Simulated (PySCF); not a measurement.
**Electron correlation in S⁺ (sulfur, charge +1)**

[Ne] 3s2 3p3, high-spin 4S determinant. Calculation: PySCF 2.14, in an uncontracted even-tempered set (25 s from 0.028 bohr⁻², ratio 2.2; 16 p from 0.036 bohr⁻², ratio 2.2; 6 d from 0.67 bohr⁻², ratio 2.4; 6 f from 1 bohr⁻², ratio 2.4; 5 g from 1.5 bohr⁻², ratio 2.4); scalar relativity by spin-free X2C-1e. Frozen: 1s2; 13 electrons correlated; the 28 highest virtual orbitals of each spin left out.

MP2 pair energies summed by pair of shells (mhartree):

```tsv
pair	energy	share (%)
2p-2p	-205.82	48.3
2s-2p	-67.78	15.9
3s-3p	-57.57	13.5
2p-3p	-26.01	6.1
2p-3s	-22.23	5.2
3p-3p	-17.22	4.0
3s-3s	-11.09	2.6
2s-2s	-10.73	2.5
2s-3p	-4.37	1.0
2s-3s	-3.33	0.8
```

Total MP2 correlation energy: -426.16 mhartree.

Same-spin part -110.96 and opposite-spin part -315.20 mhartree; SCS-MP2 scales them by 1/3 and 6/5 to -415.23 mhartree.
